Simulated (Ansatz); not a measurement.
Relaxation of CH7AlOSn (11 atoms, charge 0, multiplicity 1), to a largest force component of 0.015 eV/Å in at most 40 steps.

Computed with RKS r2SCAN/def2-SVP in Ansatz 0.2.0.

```xyz
11
Properties=species:S:1:pos:R:3
C -0.787 1.870 -0.343
Al -0.471 0.103 -1.098
Sn -2.530 -1.433 -1.581
O -3.789 -0.582 -2.795
H -0.327 2.013 0.609
H -1.930 2.060 -0.224
H -0.426 2.689 -1.050
H 0.993 -0.426 -1.376
H -3.455 -1.703 -0.063
H -2.039 -2.965 -2.233
H -3.896 0.377 -2.497
```

Task: Where does it end, and by what steps?

Result: The run converged. The force dipped under the threshold on the way, but the program's further checks kept it going. After 36 steps the energy has fallen by 0.339 eV; H6 moved furthest, 1.00 Å.

```tsv
step	energy less start (eV)	largest force component (eV/Å)	accepted
0	0.0000	2.401	yes
2	-0.3171	0.252	yes
4	-0.3246	0.079	no
6	-0.3282	0.106	yes
8	-0.3304	0.059	yes
10	-0.3314	0.089	yes
12	-0.3327	0.099	yes
14	-0.3344	0.056	yes
16	-0.3354	0.051	yes
18	-0.3357	0.104	no
20	-0.3365	0.040	yes
22	-0.3368	0.073	yes
24	-0.3373	0.020	yes
26	-0.3377	0.044	yes
28	-0.3382	0.031	yes
30	-0.3384	0.038	yes
32	-0.3387	0.038	yes
34	-0.3387	0.006	yes
36	-0.3388	0.008	yes
```

```xyz
11
Properties=species:S:1:pos:R:3
C -0.777 1.961 -0.658
Al -0.428 0.049 -0.869
Sn -2.471 -1.528 -1.549
O -3.888 -0.323 -2.335
H -0.895 2.203 0.415
H -1.696 2.296 -1.166
H 0.063 2.578 -1.021
H 1.029 -0.548 -0.622
H -3.226 -2.438 -0.284
H -2.232 -2.610 -2.861
H -4.138 0.362 -1.700
```

Whether the end is a true minimum wasn't checked by a vibrational analysis.

Run time: 2.2 min on 2 threads of Arm Neoverse V2, on a shared host, peak memory 0.17 GiB.
